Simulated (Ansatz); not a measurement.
Input for Ansatz (an electronic-structure program): R-CCSD(T)/def2-SVPD on FH5SeSi (a complex), monomers drawn apart or pushed together. The run froze 20 orbitals, filled d shells among them.

Ansatz 0.2 input:
```yaml
crystal:
  periodic: [false, false, false]
  atoms:
    - {symbol: Si, position_ang: [0.61402893, -1.35464198, 0.86010965]}
    - {symbol: Se, position_ang: [-0.47343933, 0.68384332, 0.98736016]}
    - {symbol: H, position_ang: [0.05015240, -2.15991716, -0.24270941]}
    - {symbol: H, position_ang: [2.01749974, -0.99593806, 0.57953026]}
    - {symbol: H, position_ang: [0.48859011, -2.07772637, 2.13964288]}
    - {symbol: H, position_ang: [-1.75219666, 0.08040352, 1.39748303]}
    - {symbol: F, position_ang: [0.77965679, 0.67438610, 3.76918224]}
    - {symbol: H, position_ang: [0.32867098, 0.78391697, 2.95194242]}
basis:
  gaussian:
    orbitals: def2-SVPD
magnetization: {spin_polarized: false}
correlation: {method: ccsd_t, electrons: outside_noble_gas}
scf: {lower_state_search: off}
```

Task: Give the final energy of this run.

Result: -2791.1984 hartree (reference determinant -2790.6852, T1 diagnostic 0.013).

Task: How many basis functions does it have, and what does it roughly cost on one machine?

Result: 128 functions; roughly 10 core-seconds.
